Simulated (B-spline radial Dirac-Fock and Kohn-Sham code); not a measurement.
**Dipole and non-dipole photoemission parameters of C 2p3/2**

System: atomic carbon, [He] 2s2 2p2; threshold 8.21 eV (orbital energy of the model). Model: Dirac-Hartree-Slater photoionisation with a Latter tail; cross sections with all multipoles, angular parameters from the dipole term and its interference with E2. Program: a radial B-spline solver.

The run's input, task.json:

```json
{"items": [{
  "Z": 6,
  "q": 0,
  "cfg": [[1, 0, 2], [2, 0, 2], [2, 1, 2]],
  "A": 12,
  "rrms": 2.4702,
  "do": "xps",
  "hv": [61.5, 68.9, 75.4, 80, 95.0, 100, 133.0, 150, 239.0, 301.0, 384.0, 400, 408.0, 469.0, 602.0, 707.0, 743.0, 1000, 1190.0, 1200.0, 1253.6, 1740.0, 1900.0, 4540.0, 4680.0, 4890.0, 5110.0, 6000, 12000, 14000.0],
  "edges": {"K": 284.2}
}]}
```

Command: `python xray2_run.py task.json out`

For linearly polarised light dσ/dΩ = σ/(4π) [1 + β P₂(cos θ) + (δ + γ cos²θ) sin θ cos φ], with θ from the polarisation vector and φ the angle between the beam and the projection of the electron momentum on the plane normal to the polarisation.

```csv
hν (eV),σ (kb),β,γ,δ
61.5,409,1.514,0.085,0.007
68.9,302,1.506,0.097,0.008
75.4,236,1.495,0.108,0.008
80,200,1.486,0.115,0.009
95,122,1.450,0.136,0.010
100,105,1.437,0.142,0.010
133,45.2,1.338,0.173,0.013
150,31.4,1.286,0.184,0.015
239,7.28,1.062,0.223,0.025
301,?,?,?,?
384,1.59,0.831,0.260,0.039
400,1.39,0.812,0.263,0.041
408,1.30,0.803,0.265,0.041
469,0.818,0.740,0.280,0.047
602,0.349,0.633,0.307,0.058
707,0.199,0.569,0.325,0.067
743,0.167,0.550,0.330,0.070
1000,0.0568,0.447,0.363,0.090
1190,0.0299,0.397,0.384,0.102
1200,0.0290,0.395,0.385,0.103
1253.6,0.0247,0.383,0.391,0.106
1740,0.00712,0.288,0.449,0.134
1900,0.00506,0.260,0.464,0.142
4540,0.000157,0.093,0.548,0.246
4680,0.000139,0.093,0.557,0.250
4890,0.000117,0.094,0.571,0.256
5110,9.80e-05,0.095,0.588,0.262
6000,5.15e-05,0.091,0.657,0.285
12000,2.86e-06,-0.023,0.799,0.428
14000,1.50e-06,-0.025,0.819,0.463
```

Q: Give the values at 301 eV.

A: σ = 3.50 kb, β = 0.949, γ = 0.239, δ = 0.031.

Values without a named source are computed, but for edge energies of neutral atoms, which are taken from tables.
